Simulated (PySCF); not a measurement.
PySCF input (BP86/def2-TZVPD):

```python
from pyscf import gto, scf, dft

mol = gto.M(
    atom='''
    Li   -1.15212696   -0.65582950   -0.97959137
    C     0.28405619    0.16169436    0.24151765
    H     0.84732009   -0.59794082    0.80975843
    H    -0.13438806    0.85170261    0.99384898
    H     1.03911172    0.74356056   -0.31393917
    ''',
    basis='def2-tzvpd',
    charge=-1,
    spin=1,
    verbose=4,
)

mf = dft.UKS(mol, xc='bp86').density_fit(auxbasis='def2-universal-jkfit')
mf.grids.level = 3
mf.conv_tol = 1e-9
mf.max_cycle = 100
mf.max_memory = 1500
mf.kernel()
if not mf.converged:
    mf = mf.newton()
    mf.kernel(mf.make_rdm1())
for _ in range(2):
    mo, _, stable, _ = mf.stability(return_status=True)
    if stable:
        break
    mf.kernel(mf.make_rdm1(mo, mf.mo_occ))
mf.analyze()
```

End of the output:

```
Extra cycle  E= -47.4185794737829  delta_E= -9.24e-14  |g|= 9.57e-07  |ddm|= 1.85e-05
converged SCF energy = -47.4185794737829  <S^2> = 0.75026257  2S+1 = 2.0002626
uhf_internal: lowest eigs of H = [0.06626637 0.0675199  0.0694566 ]
<class 'pyscf.df.df_jk.DFUKS'> wavefunction is stable in the internal stability analysis
**** SCF Summaries ****
Total Energy =                         -47.418579473782948
Nuclear Repulsion Energy =              15.945574786289596
One-electron Energy =                  -96.619600503381704
Two-electron Energy =                   33.255446243309159
Two-electron Coulomb Energy =           41.778632326704034
DFT Exchange-Correlation Energy =       -8.523186083394876
HOMO-LUMO gap [eV] =                     0.924915399892549
**** MO energy ****
                             alpha | beta                alpha | beta
MO #1   energy= -9.66444703867064  | -9.66374349967957  occ= 1 | 1
MO #2   energy= -1.66911607561362  | -1.66736524244418  occ= 1 | 1
MO #3   energy= -0.397606306554792 | -0.396754663170128 occ= 1 | 1
MO #4   energy= -0.142716900696241 | -0.142287747413604 occ= 1 | 1
MO #5   energy= -0.142716488861677 | -0.142287371634419 occ= 1 | 1
MO #6   energy= -0.0040491559432958 | -0.000968804252245548 occ= 1 | 1
MO #7   energy= 0.0560571314586227 | 0.0900471457567826 occ= 1 | 0
MO #8   energy= 0.0969289477613315 | 0.106102062982324  occ= 0 | 0
MO #9   energy= 0.0969383860415276 | 0.106107240544469  occ= 0 | 0
MO #10  energy= 0.104688698213629  | 0.110362559905406  occ= 0 | 0
MO #11  energy= 0.17020690983275   | 0.186600553103916  occ= 0 | 0
MO #12  energy= 0.176451313716511  | 0.189984815481553  occ= 0 | 0
MO #13  energy= 0.176457944812185  | 0.189987318751181  occ= 0 | 0
MO #14  energy= 0.187073550407183  | 0.209660519936831  occ= 0 | 0
MO #15  energy= 0.230850977695323  | 0.230993177717102  occ= 0 | 0
MO #16  energy= 0.230854440227825  | 0.230994293951245  occ= 0 | 0
MO #17  energy= 0.257467919651787  | 0.268953283799788  occ= 0 | 0
MO #18  energy= 0.268761690542037  | 0.268960384642554  occ= 0 | 0
MO #19  energy= 0.268778110092253  | 0.268966720116397  occ= 0 | 0
MO #20  energy= 0.302508595463067  | 0.310312647764842  occ= 0 | 0
MO #21  energy= 0.342160628791719  | 0.34968919924012   occ= 0 | 0
MO #22  energy= 0.342163104777919  | 0.349689910997305  occ= 0 | 0
MO #23  energy= 0.400462417518339  | 0.402937225066084  occ= 0 | 0
MO #24  energy= 0.411171748955361  | 0.410488467982944  occ= 0 | 0
MO #25  energy= 0.411179925553137  | 0.410492444810543  occ= 0 | 0
MO #26  energy= 0.421651363652255  | 0.420785164482718  occ= 0 | 0
MO #27  energy= 0.421656932481807  | 0.420790604796934  occ= 0 | 0
MO #28  energy= 0.425207251489876  | 0.425522404485678  occ= 0 | 0
MO #29  energy= 0.427423167281107  | 0.425817983115942  occ= 0 | 0
MO #30  energy= 0.453728987740134  | 0.456381346030281  occ= 0 | 0
MO #31  energy= 0.453735108446602  | 0.456383848832647  occ= 0 | 0
MO #32  energy= 0.46178535656465   | 0.465889547370869  occ= 0 | 0
MO #33  energy= 0.596778411514915  | 0.602021087698176  occ= 0 | 0
MO #34  energy= 0.627940997141526  | 0.627459513584724  occ= 0 | 0
MO #35  energy= 0.627953924610125  | 0.627464968299403  occ= 0 | 0
MO #36  energy= 0.672747248748049  | 0.675129889028312  occ= 0 | 0
MO #37  energy= 0.76464082317247   | 0.76706826079877   occ= 0 | 0
MO #38  energy= 0.764647357010037  | 0.767069624730107  occ= 0 | 0
MO #39  energy= 0.831477045140505  | 0.834144158060271  occ= 0 | 0
MO #40  energy= 0.849776040981901  | 0.854059203986314  occ= 0 | 0
MO #41  energy= 0.858009052329118  | 0.858220715916208  occ= 0 | 0
MO #42  energy= 0.858023281614275  | 0.858227655841538  occ= 0 | 0
MO #43  energy= 0.998290001258085  | 0.99966260110885   occ= 0 | 0
MO #44  energy= 0.998293645314513  | 0.99966466990945   occ= 0 | 0
MO #45  energy= 1.14572613376557   | 1.15387855365405   occ= 0 | 0
MO #46  energy= 1.1975719145975    | 1.1979365733419    occ= 0 | 0
MO #47  energy= 1.19758233063398   | 1.19794521709916   occ= 0 | 0
MO #48  energy= 1.62496483710613   | 1.62763513231506   occ= 0 | 0
MO #49  energy= 1.74943620315359   | 1.74937173758263   occ= 0 | 0
MO #50  energy= 1.79069729891297   | 1.79103038759357   occ= 0 | 0
MO #51  energy= 1.79071333572455   | 1.79104530601331   occ= 0 | 0
MO #52  energy= 1.838179693291     | 1.84187437065113   occ= 0 | 0
MO #53  energy= 1.91100795888871   | 1.91212711788101   occ= 0 | 0
MO #54  energy= 1.96976022090219   | 1.97032322277505   occ= 0 | 0
MO #55  energy= 1.96976127027789   | 1.97032420398765   occ= 0 | 0
MO #56  energy= 2.25900077854862   | 2.25961811215264   occ= 0 | 0
MO #57  energy= 2.30954455101864   | 2.3100766423229    occ= 0 | 0
MO #58  energy= 2.30955363176376   | 2.31008545375617   occ= 0 | 0
MO #59  energy= 2.36204344470169   | 2.3624879327779    occ= 0 | 0
MO #60  energy= 2.61616086669985   | 2.61625455217609   occ= 0 | 0
MO #61  energy= 2.61616930754165   | 2.61626262939702   occ= 0 | 0
MO #62  energy= 2.74566304463277   | 2.74665882021851   occ= 0 | 0
MO #63  energy= 2.74567809354431   | 2.74667393234623   occ= 0 | 0
MO #64  energy= 3.05775936023069   | 3.06040979148605   occ= 0 | 0
MO #65  energy= 3.11879703137627   | 3.1202605521169    occ= 0 | 0
MO #66  energy= 3.2557437747412    | 3.25759484943528   occ= 0 | 0
MO #67  energy= 3.2557641420118    | 3.2576146129079    occ= 0 | 0
MO #68  energy= 3.32716253688573   | 3.32946485027214   occ= 0 | 0
MO #69  energy= 3.32716944030678   | 3.32947183617731   occ= 0 | 0
MO #70  energy= 3.4219876252751    | 3.42289243305268   occ= 0 | 0
MO #71  energy= 3.54869578504318   | 3.55077702462237   occ= 0 | 0
MO #72  energy= 3.71412206494021   | 3.71614520447847   occ= 0 | 0
MO #73  energy= 3.71413293996337   | 3.71615563769894   occ= 0 | 0
MO #74  energy= 4.40943010087116   | 4.41032551989679   occ= 0 | 0
MO #75  energy= 4.4094905651688    | 4.41038650912321   occ= 0 | 0
MO #76  energy= 4.5279135347988    | 4.52915769031543   occ= 0 | 0
MO #77  energy= 5.94456033579276   | 5.94581436370831   occ= 0 | 0
MO #78  energy= 5.94456068991578   | 5.94581471120168   occ= 0 | 0
MO #79  energy= 6.10749061177347   | 6.1109379694703    occ= 0 | 0
MO #80  energy= 14.2462887088392   | 14.2482881046283   occ= 0 | 0
MO #81  energy= 22.0562239617551   | 22.0572367689062   occ= 0 | 0

To work with the spin densities directly, `use mulliken_meta_spin()` only printing them here.

 ** Mulliken spin pop alpha/beta on meta-lowdin orthogonal AOs **
 ** Mulliken Spin Density (per AO)  **
spin_pop of  0 Li 1s        0.00015
spin_pop of  0 Li 2s        0.59955
spin_pop of  0 Li 3s        0.02355
spin_pop of  0 Li 4s        0.03103
spin_pop of  0 Li 5s        0.00028
spin_pop of  0 Li 2px       0.07240
spin_pop of  0 Li 2py       0.02347
spin_pop of  0 Li 2pz       0.05233
spin_pop of  0 Li 3px       0.01170
spin_pop of  0 Li 3py       0.00379
spin_pop of  0 Li 3pz       0.00845
spin_pop of  0 Li 4px       0.01091
spin_pop of  0 Li 4py       0.00353
spin_pop of  0 Li 4pz       0.00788
spin_pop of  0 Li 5px       0.00304
spin_pop of  0 Li 5py       0.00098
spin_pop of  0 Li 5pz       0.00220
spin_pop of  1 C 1s        0.00000
[...]
```
